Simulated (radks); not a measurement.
Numerical settings for the manganese ion Mn+, [Ar] 3d5 4s1. Method: non-relativistic Kohn-Sham, SCAN, spin-unpolarised, spherical densities, point nucleus; meta-GGA in the generalised Kohn-Sham scheme; computed with a radial shooting solver on a logarithmic mesh with Libxc functionals. The defaults (mesh step 0.008 in ln r, mesh end at 40 bohr or more with all orbitals vanishing there, Anderson mixing 0.5 over 9 steps, residual threshold near 1e-9 with the energy settled to 1e-9 hartree or 1e-11 of itself, here a cap of 84 iterations) give E = -1150.521 hartree and 4s at -11.785 eV in 13 iterations. Run on one thread of a shared host, so times are rough (Arm Neoverse V1): 0.09 s of CPU time, 0.09 s wall, 13 iterations on 2546 mesh points. Changes against that run (0 stands for a change within the tolerance of the run):

setting                     iterations  converged  E (mhartree)  e(4s) (meV)  CPU (s)
mesh step in ln r 0.005             13        yes         +1.07            0     0.13
mesh step in ln r 0.02              13        yes          +6.4       -0.169     0.04
mesh step in ln r 0.003             13        yes         +1.02            0     0.21
mesh end (bohr) 5                   12        yes           +40    +1.43e+03     0.07
mesh end (bohr) 12                  13        yes        +0.689      +0.0707     0.08
residual threshold 0.1              12        yes             0      -0.0064     0.08
residual threshold 1e-13            84         no             0     +0.00394     0.29
mixing 0.2                          15        yes             0     +0.00382      0.1
linear mixing, mixing 0.5           26        yes             0      +0.0142     0.14
linear mixing, mixing 0.05          84         no       +0.0326        -45.9      0.4
mixing history 3                    16        yes             0     -0.00495      0.1
iteration cap 2                      2         no          +197    -7.42e+03     0.02

Settings that end as converged yet miss the energy by more than 1 mhartree: mesh step in ln r 0.005 (+0.00107 hartree); mesh step in ln r 0.02 (+0.0064 hartree); mesh step in ln r 0.003 (+0.00102 hartree); mesh end (bohr) 5 (+0.04 hartree). A mesh that ends early acts as a hard wall.
